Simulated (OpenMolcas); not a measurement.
## Levels of Co2+ by method

```
Program             : OpenMolcas 26.06
Basis               : ANO-RCC-VQZP [7s6p4d3f2g1h]
Scalar Hamiltonian  : DKH2, point nucleus
Active space        : 7 electrons in 6 orbitals (3d 4s)
State averaging     : 2S+1 = 4 even, 50 roots; 2S+1 = 6 even, 5 roots kept (CI in the orbitals of an earlier block); 2S+1 = 2 even, 110 roots kept (CI in the orbitals of an earlier block)
Spin-orbit coupling : state interaction with AMFI integrals over the reference wave functions, term energies averaged over their components
```

Methods on the same reference wave functions:
A. CASSCF
B. SS-CASPT2, IPEA 0.25 Eh, imaginary shift 0.1 Eh (closed shells correlated: 3s 3p)
C. MS-CASPT2, IPEA 0.25 Eh, imaginary shift 0.1 Eh (closed shells correlated: 3s 3p)

Energies in eV above 3d⁷ ⁴F_9/2, the measured ground level; measured values from Sugar and Corliss, J. Phys. Chem. Ref. Data 10, 1097 (1981).

| Level | A | B | C | Measured |
| --- | --- | --- | --- | --- |
| 3d⁷ ⁴F_9/2 | 0.0000 | 0.0000 | 0.0000 | 0.0000 |
| 3d⁷ ⁴F_7/2 | 0.1095 | 0.1104 | 0.1104 | 0.1043 |
| 3d⁷ ⁴F_5/2 | 0.1905 | 0.1907 | 0.1907 | 0.1799 |
| 3d⁷ ⁴F_3/2 | 0.2463 | 0.2455 | 0.2455 | 0.2315 |
| 3d⁷ ⁴P_5/2 | 2.5395 | 1.883 | 1.883 | 1.8848 |
| 3d⁷ ²G_9/2 | 2.5543 | 2.031 | 2.031 | 2.1050 |
| 3d⁷ ⁴P_3/2 | 2.5785 | 1.905 | 1.905 | 1.9129 |
| 3d⁷ ⁴P_1/2 | 2.6284 | 1.966 | 1.966 | 1.9604 |
| 3d⁷ ²G_7/2 | 2.6592 | 2.136 | 2.136 | 2.2027 |
| 3d⁶ 4s ⁶D_9/2 | 3.1860 | 5.456 | 5.456 | 5.7576 |
| 3d⁶ 4s ⁶D_7/2 | 3.2511 | 5.521 | 5.521 | 5.8276 |
| 3d⁶ 4s ⁶D_5/2 | 3.2999 | 5.569 | 5.569 | 5.8788 |
| 3d⁶ 4s ⁶D_3/2 | 3.3340 | 5.603 | 5.603 | 5.9139 |
| 3d⁶ 4s ⁶D_1/2 | 3.3541 | 5.623 | 5.623 | 5.9345 |
| 3d⁷ ²P_3/2 | 3.3768 | 2.387 | 2.387 | 2.5038 |
| 3d⁷ ²H_11/2 | 3.3928 | 2.793 | 2.793 | 2.8170 |
| 3d⁷ ²H_9/2 | 3.4850 | 2.886 | 2.886 | 2.9055 |
| 3d⁷ ²P_1/2 | 3.4861 | 2.474 | 2.474 |  |
| 3d⁷ ²D_5/2(1) | 3.6780 | 2.791 | 2.791 | 2.8589 |
| 3d⁷ ²D_3/2(1) | 3.8393 | 2.942 | 2.942 | 3.0050 |
| 3d⁶ 4s ⁴D_7/2(1) | 4.5113 | 6.472 | 6.472 |  |
| 3d⁶ 4s ⁴D_5/2(1) | 4.5872 | 6.548 | 6.548 |  |
| 3d⁶ 4s ⁴D_3/2(1) | 4.6385 | 6.599 | 6.599 |  |
| 3d⁶ 4s ⁴D_1/2(1) | 4.6684 | 6.629 | 6.629 |  |

Deviations, from unrounded energies. A percentage is the sum of absolute deviations over the sum of measured energies, with the sign that they share, or ± where signs differ.

```tsv
Against measurement	Levels	A	B	C
mean absolute deviation (cm-1)	18	8700	900	900
fine structure of the ground term (%)	3	+6.0	+6.0	+6.0
other terms of the ground configuration (%)	10	+27.2	±1.9	±1.9
other configurations (%)	5	-44.0	-5.3	-5.3
```

B, C lie about equally close to measurement and A furthest from it. The largest miss of C in the table is 3d⁶ 4s ⁶D_1/2, by -2500 cm-1. The ranking rests on the paired levels alone, and a cruder setting can come out closer through cancelling errors.

Between B and C no level of the table moves by more than 5 cm-1.

The two smallest mean deviations differ by little beside CASPT2's spread within terms, so their order carries little weight.

From A to B the spin-free energies of the other terms of 3d⁷ shown, above ⁴F, scale by factors of 0.69 to 0.82.

The lowest spin-free term lies below A's lowest term by 0.638 hartree in B, 0.638 hartree in C.

CASPT2 breaks the degeneracy within a term, and the mean is taken; among the terms shown or strongly mixed into the levels shown the widest spread is 1700 cm-1 (3d⁷ ⁴F, C). Terms from blocks run as CI alone lack orbitals of their own. A single d shell beside an s shell can misplace configurations of different d count against each other. Without dynamic correlation excited terms often stand tens of per cent too high (terms of higher spin than the ground term too low), and those without a measured partner can miss by more than the paired ones (holds for A). Some levels mix across a computed gap that differs much from the measured one, so their mixing is not that of the real levels (holds for A). The CASPT2 spread within a term exceeds the gap to the next term for 3d⁷ ²H and 3d⁷ ²D(1), so the order of their levels is uncertain (holds for B; C). Blocks of more than 70 roots (2S+1 = 2 even) ran without multistate coupling (holds for C). Computed and measured levels are paired by configuration, term and J; levels that our copy of the source lacks, or whose pairing is in doubt (as where it misses far off the trend of its configuration), stay unpaired and out of the deviations. Only configurations of the active space appear. The table leaves out levels that lie high or whose names do not pair safely across all columns.

A number in round brackets counts repeated terms of one configuration in the order of the reference energies.
